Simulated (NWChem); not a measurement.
C₂H₅BF₂O; SMILES CB(O)C(F)F

```xyz
11

C      1.0466    -1.8448    -0.1309
B     -0.1100    -0.7992    -0.0424
O     -1.3589    -1.1494     0.3160
C      0.1362     0.7587    -0.3754
F     -1.0253     1.4595    -0.1595
F      1.0853     1.2720     0.4528
H      0.7325    -2.8527     0.1735
H      1.8939    -1.5257     0.4990
H      1.4424    -1.8963    -1.1600
H     -1.9427    -0.3771     0.3363
H      0.4494     0.9713    -1.4154
```
Atoms are numbered in this order, from 1.

Computed with NWChem. All runs use the structure optimised with PBE0/def2-SVP. GIAO values for the isolated, static molecule; σ is the absolute isotropic shielding, δ = σ(reference) − σ with the isolated reference molecule computed at the same levels (13C: tetramethylsilane, 19F: trichlorofluoromethane, 1H: tetramethylsilane, 17O: water).

Task: Predict the results for LDA (Slater exchange, VWN5)/pcSseg-1. Quantities: δ C1 (ppm); δ O3 (ppm); δ C4 (ppm); δ F5 (ppm); δ H7 (rotor mean) (ppm); δ H10 (ppm); δ H11 (ppm).

Result: The δ C1 (ppm) is 1.0, the δ O3 (ppm) comes out as 211.6 and the δ C4 (ppm) is 129.3. The δ F5 (ppm) is -194.1 and the δ H7 (rotor mean) (ppm) is 0.64. The δ H10 (ppm) is 7.02 and the δ H11 (ppm) is 5.99.
